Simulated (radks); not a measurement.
The tin ion Sn28+, configuration [Ar] 3d4.

Method: scalar-relativistic Kohn-Sham, PBEsol, spin-polarised, spherical densities, finite nucleus; open shells are filled with parallel spins first (spin-orbit coupling, left out, can overturn this in heavy ions); Fermi nuclear charge, rms radius 4.6519 fm; computed with a radial shooting solver on a logarithmic mesh with Libxc functionals.

Energy parts (eV):
part                       energy
total                 -154280.238
kinetic                161644.638
electron-nucleus      -344981.050
Hartree                 32354.132
exchange-correlation    -3297.958

Orbitals (lengths in bohr, moments of r in powers of bohr; <r^-3> diverges for s and p1/2):
| orbital | occ. | eigenvalue (eV) | <r> | <r^-3> | <r^2> |
|---|---|---|---|---|---|
| 1s up | 1 | -30225.25 | 0.02907 | - | 0.001144 |
| 1s down | 1 | -30225.07 | 0.02907 | - | 0.001144 |
| 2s up | 1 | -5588.485 | 0.1249 | - | 0.01838 |
| 2s down | 1 | -5576.039 | 0.1248 | - | 0.01833 |
| 2p up | 3 | -5146.982 | 0.1090 | 4730 | 0.01448 |
| 2p down | 3 | -5137.547 | 0.1088 | 4747 | 0.01443 |
| 3s up | 1 | -1896.306 | 0.3186 | - | 0.1155 |
| 3s down | 1 | -1882.426 | 0.3195 | - | 0.1162 |
| 3p up | 3 | -1753.825 | 0.3120 | 1042 | 0.1124 |
| 3p down | 3 | -1739.447 | 0.3132 | 1029 | 0.1132 |
| 3d up | 4 | -1556.787 | 0.2804 | 150.0 | 0.09146 |
| 3d down | 0 | -1539.105 | 0.2818 | 148.9 | 0.09246 |

The highest occupied level is 3d up at -1556.8 eV. Spin moment in Bohr magnetons: 4.
